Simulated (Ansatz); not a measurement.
## F⁻ ··· CH$_{6}$Si

The pair of F⁻ (SMILES [F-], atom 1) and CH$_{6}$Si (SMILES C[SiH3], atoms 2–9), both closed shells, in one local arrangement (a lower one may exist), relaxed at PBE0-D4/def2-TZVPD:

F1  (0.157, 0.557, -2.496)
C2  (-0.072, -0.256, 1.147)
Si3  (0.050, 0.176, -0.791)
H4  (-1.114, -0.430, 1.454)
H5  (0.323, 0.564, 1.765)
H6  (0.501, -1.162, 1.392)
H7  (-0.571, -1.161, -1.163)
H8  (1.562, 0.313, -0.700)
H9  (-0.835, 1.399, -0.608)
(Å)

Ansatz 0.2.0; basis: def2-TZVPPD, with def2-QZVPPD for the basis limit; cores frozen in the correlated methods. B3LYP uses VWN-RPA correlation. Extrapolation: Hartree–Fock as exp(−7.88 √X), correlation as X^−2.97. Interaction energies count from these two fragments, frozen as in the pair, with the counterpoise correction; negative means bound.

What is the interaction energy by CCSD(T) at an estimated basis limit (MP2 extrapolated from triple and quadruple zeta, plus CCSD(T) − MP2 in triple zeta)? (Judge from chemistry; the value comes from the calculation.)

The calculation gives: -63.43 kcal/mol. Hartree–Fock alone gives -64.77 kcal/mol at the basis limit. It counts from the two fragments frozen as in the pair.

The same quantity by other methods in triple zeta, and each one's difference from that estimate:
| method | E_int (kcal/mol) | difference |
| --- | --- | --- |
| PBE-D4 | -57.77 | 5.67 |
| revPBE-D4 | -56.64 | 6.80 |
| BLYP-D4 | -54.94 | 8.49 |
| r2SCAN-D4 | -63.04 | 0.39 |
| B97M-V | -65.10 | -1.66 |
| PBE0-D4 | -62.55 | 0.89 |
| B3LYP-D4 | -59.63 | 3.81 |
| HSE06-D4 | -62.53 | 0.90 |
| wB97X-V | -61.82 | 1.62 |
| wB97M-V | -63.03 | 0.40 |
| B2PLYP | -59.16 | 4.27 |
| HF | -63.84 | -0.41 |
| MP2 | -60.60 | 2.83 |
| CCSD | -61.27 | 2.16 |
| CCSD(T) | -60.59 | 2.84 |
Differences are method less estimate.

Which atoms make the shortest contact between the fragments?

F1 and Si3, 1.75 Å apart.

Energy to bend the free fragments (PBE0-D4 minima) into their shapes in the pair, CCSD(T)/def2-TZVPPD: CH$_{6}$Si 24.96 kcal/mol. This must be added to the interaction energy to get the binding energy from relaxed fragments.

Basis-set superposition shift (counterpoise-corrected less uncorrected): CCSD(T) 2.01; MP2 2.01; HF 0.12; PBE0-D4 0.16; wB97M-V 0.12 kcal/mol.

T1 diagnostic: at most 0.023.

For scale, one of the runs: CCSD(T)/def2-TZVPPD, 227 basis functions, launched by `ansatz run in.yaml --threads 4 --pin off --events-out ev --progress --plain --max-ram 9574MiB`. Hardware: 4 CPU threads of an Arm Neoverse V2, shared host. Wall time 47 s; peak host memory 3.8 GiB.
